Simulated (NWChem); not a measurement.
Molecule: SbCl$_{3}$, triplet; SMILES of the neutral closed-shell parent [Cl][Sb]([Cl])[Cl]

```xyz
4

Sb    -0.4976    -0.3345     0.5139
Cl    -0.6459    -2.2594    -0.8828
Cl    -0.0379     2.5557     0.9882
Cl     0.0513     1.2098    -1.3122
```
Atoms are numbered in this order, from 1.

Level: PBE0/def2-SVP with def2 effective core potentials on Sb, spin-unrestricted (NWChem), optimised geometry, unscaled harmonic frequencies. The spin multiplicity was typed, not searched, and may not be the lowest. def2 effective core potentials on Sb; no spin-orbit coupling.

Problem. List the harmonic frequencies with IR intensities, and the thermochemistry.

Solution. 
| frequency (cm⁻¹) | IR intensity (km/mol) |
|---|---|
| 40 | 2.0 |
| 97 | 1.9 |
| 113 | 9.4 |
| 223 | 10.9 |
| 332 | 42.8 |
| 366 | 60.8 |

| Item | Value |
|---|---|
| zero-point energy | 1.7 kcal/mol |
| thermal correction to the enthalpy at 298.15 K (with zero-point energy) | 6.3 kcal/mol |
| heat capacity Cv | 16.8 cal/(mol K) |
| entropy at 298.15 K and 1 atm (symmetry number 1, electronic part: spin degeneracy alone) | 89.7 cal/(mol K) |

Rigid rotor and harmonic oscillator; modes under 100 cm⁻¹ make the entropy uncertain.
